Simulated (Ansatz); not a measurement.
Zn12S12. The state is a singlet with charge 0. Geometry PBE-D4/def2-SVP.

Cartesian coordinates in Å:
```
S -2.075 -2.897 2.111
S -1.742 -3.282 -2.300
S -1.300 0.835 -3.849
S -2.270 1.337 3.146
S -1.576 3.600 -0.571
S -2.078 -0.130 -0.309
S 1.023 -2.581 0.697
S 1.465 -0.758 -2.132
S 1.029 1.436 1.216
S 1.017 -0.976 4.411
S 2.196 2.926 -2.238
S 4.590 -0.073 -0.009
Zn -0.942 -1.269 -2.725
Zn -2.425 -0.671 2.055
Zn 0.085 -2.208 2.824
Zn -1.865 1.703 -1.828
Zn -1.387 -2.922 -0.151
Zn 0.816 1.272 -3.077
Zn -1.441 1.910 1.062
Zn -0.054 0.622 3.358
Zn 0.645 2.956 -0.553
Zn 0.295 -0.414 -0.071
Zn 2.910 -1.466 0.108
Zn 3.084 1.049 -1.176
```

Single mean-field runs in def2-SVP, def2-TZVP are fitted with def2-universal-jkfit. Another isomer (singlet) lies 2.45 eV lower at PBE0-D4/def2-TZVP; other spin states weren't run for this one.

Question: Estimate the orbital energies around the gap (eV) in Ansatz with HF/def2-SVP, PBE-D4/def2-SVP, r2SCAN-D4/def2-SVP, PBE0-D4/def2-SVP, PBE0-D4/def2-TZVP.

Answer: 
| orbital | HF/def2-SVP | PBE-D4/def2-SVP | r2SCAN-D4/def2-SVP | PBE0-D4/def2-SVP | PBE0-D4/def2-TZVP |
| --- | --- | --- | --- | --- | --- |
| HOMO−9 | -10.75 | -6.97 | -7.35 | -8.18 | -8.17 |
| HOMO−8 | -10.59 | -6.94 | -7.32 | -8.16 | -8.12 |
| HOMO−7 | -10.48 | -6.82 | -7.19 | -8.00 | -7.99 |
| HOMO−6 | -10.29 | -6.75 | -7.09 | -7.90 | -7.92 |
| HOMO−5 | -10.20 | -6.60 | -6.94 | -7.75 | -7.78 |
| HOMO−4 | -10.02 | -6.54 | -6.88 | -7.67 | -7.71 |
| HOMO−3 | -9.63 | -6.24 | -6.54 | -7.33 | -7.43 |
| HOMO−2 | -9.38 | -5.74 | -6.05 | -6.90 | -7.06 |
| HOMO−1 | -9.14 | -5.41 | -5.72 | -6.58 | -6.73 |
| HOMO | -8.77 | -5.19 | -5.47 | -6.32 | -6.55 |
| LUMO | 0.21 | -3.21 | -3.16 | -2.65 | -2.87 |
| LUMO+1 | 0.40 | -3.13 | -3.03 | -2.48 | -2.53 |
| LUMO+2 | 0.88 | -2.71 | -2.64 | -2.10 | -2.29 |
| LUMO+3 | 1.40 | -2.35 | -2.21 | -1.59 | -1.75 |
| LUMO+4 | 1.59 | -2.24 | -2.06 | -1.45 | -1.68 |
| LUMO+5 | 1.64 | -2.17 | -1.99 | -1.37 | -1.56 |
